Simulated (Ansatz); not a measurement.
The cluster B3W3, relaxed as a doublet with UKS PBE-D4/def2-SVP in Ansatz, starting from the GFN1-xTB geometry. Force threshold 0.02 eV/Å.

In the def2 sets W takes a core potential; there is no spin–orbit coupling. Another isomer (doublet) lies 0.76 eV lower at PBE0-D4/def2-TZVP; other spin states weren't run for this one.

Start:

```
atom   x (Å)   y (Å)   z (Å)
  W1  -0.219   0.874   1.584
  W2  -1.637  -0.301  -0.213
  W3   0.807   0.939  -0.758
  B4   1.509  -0.404   0.937
  B5  -0.673   0.130  -2.075
  B6   0.213  -1.238   0.524
```

| step | energy (eV) | largest force component (eV/Å) | SCF passes |
| --- | --- | --- | --- |
| 1 | -7498.8794 | 4.569 | 57 |
| 2 | -7500.0049 | 1.795 | 41 |
| 3 | -7500.1339 | 0.721 | 42 |
| 4 | -7500.1845 | 0.310 | 39 |
| 5 | -7500.1968 | 0.259 | 39 |
| 6 | -7500.2106 | 0.125 | 38 |
| 7 | -7500.2180 | 0.050 | 45 |
| 8 | -7500.2304 | 0.137 | 49 |
| 9 | -7500.2644 | 0.280 | 49 |
| 10 | -7500.2726 | 0.649 | 46 |
| 11 | -7500.2961 | 0.346 | 41 |
| 12 | -7500.3067 | 0.105 | 40 |
| 13 | -7500.3078 | 0.081 | 36 |
| 14 | -7500.3085 | 0.030 | 34 |
| 15 | -7500.3086 | 0.004 | 35 |

Force components are those of the run's own axes.

End:

Cartesian coordinates in Å:
```
W -0.2831 0.7885 1.4860
W -1.7392 -0.1328 -0.1085
W 0.8249 1.0087 -0.5930
B 1.4852 -0.3650 0.7543
B -0.4148 -0.2920 -1.6124
B 0.1271 -1.0074 0.0737
```

Bonds formed: B5–B6 (atoms count from 1).

No frequencies were taken in this run, so the end may be a saddle point.

Hardware: 4 threads of Arm Neoverse V1 on a shared host. Wall time 57 s.
